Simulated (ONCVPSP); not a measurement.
# What one change does to a pseudopotential (Hg, ONCV)

```
Element                 : mercury
Generator               : ONCVPSP 4.0.1
Type                    : optimised norm-conserving Vanderbilt (ONCV)
Functional              : PW91
Relativity              : scalar-relativistic
Frozen core             : [Xe] 4f14
Valence charge          : 12
Reference configuration : 5d10 6s2
Partial waves           : 6s: rc 1.80 bohr, ncon 4, nbas 9, qcut 3.1 1/bohr, 2 projectors, debl 1.8 Ha; p scattering state at 0.39 Ha: rc 2.25 bohr, ncon 4, nbas 8, qcut 3.3 1/bohr, 1 projector; 5d: rc 2.15 bohr, ncon 4, nbas 9, qcut 7.4 1/bohr, 3 projectors, debl 1.8 Ha
Local potential         : polynomial inside 1.45 bohr (lpopt 5, dvloc0 6 Ha)
Core correction         : Teter function, fcfact 1.75, rcfact 1.75
```

In the p channel the program set the typed energies aside and used 0.050 Ha.

Change: local potential polynomial inside 1.45 bohr (lpopt 5, dvloc0 2 Ha).

Cutoffs: the cutoffs (Ha) at which the residual kinetic energy of the hardest occupied pseudo-wave falls to 1 and 0.1 mHa per electron; they do not see the model core or the augmentation charge, which bear on the density cutoff. Errors are all-electron minus pseudo energies relative to the spin-unpolarised reference configuration.

Question: Predict the effect on cutoff, ghosts and configuration errors.

Answer: The potential gets neither clearly harder nor softer (19 Ha and 66 Ha → 19 Ha and 66 Ha); a bound ghost appears in p, s, which as a rule spoils a file; the lowest positive-energy flag moves from s at 40.4 eV to none; the number of tests with a reliable result goes from 4 to 3; the errors of the 3 common tests hardly move; the range in which the p phases agree widens (upper end 0.5 → 3.1). In the separable form a ghost depends on how the local part lies against the semilocal potential of the channel, so the choice of the local part can create or remove one.

```tsv
quantity	base	changed
cutoff, loose	19 Ha	19 Ha
cutoff, tight	66 Ha	66 Ha
bound ghosts	none	s, p
GHOST(+) flags under 300 eV	s at 40.4 eV	none
tests with a reliable result	4 of 4	3 of 4
error for 5d10 6s1, meV [ΔE 10.77 eV]	-23	-26
error for 5d10 6s0, meV [ΔE 29.84 eV]	-132	-135
error for 5d9 6s0, meV [ΔE 65.45 eV]	-272	-278
s: phases at 1.83 bohr within 0.05 rad from the reference energy up to (Ha; the scan ends near 5)	to the end of the scan	to the end of the scan
p: phases at 2.28 bohr within 0.05 rad from the reference energy up to (Ha; the scan ends near 5)	0.5	3.1
d: phases at 2.19 bohr within 0.05 rad from the reference energy up to (Ha; the scan ends near 5)	to the end of the scan	to the end of the scan
rms error of d²Exc/dni dnj with the model core, mHa	0.95	0.95
```

Base: The cutoffs count occupied waves only; projector 2 of the s channel, the hardest unoccupied one, needs 86 Ha at the loose tolerance. Changed file: The cutoffs count occupied waves only; projector 2 of the s channel, the hardest unoccupied one, needs 86 Ha at the loose tolerance. A true bound ghost makes a file unfit for plane-wave use even where its test errors are small: the radial tests pick states by their node count and pass the ghost by.
